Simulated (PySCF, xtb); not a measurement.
dibromo-chloro-fluoromethane (CBr2ClF), SMILES C(Cl)(F)(Br)Br.

GFN2-xTB in xtb 6.7.1 at its own geometry gives an orbital gap of 3.89 eV and a dipole moment of 2.45 D.

Geometry: B3LYP-D3(BJ)/def2-SVP.

Problem. What does ωB97X/def2-TZVP (PySCF) give? (The exact figures need the calculation; the answer reports its results.)

Solution. gap 10.90 eV (levels -10.84 and 0.05 eV), dipole 0.38 D.
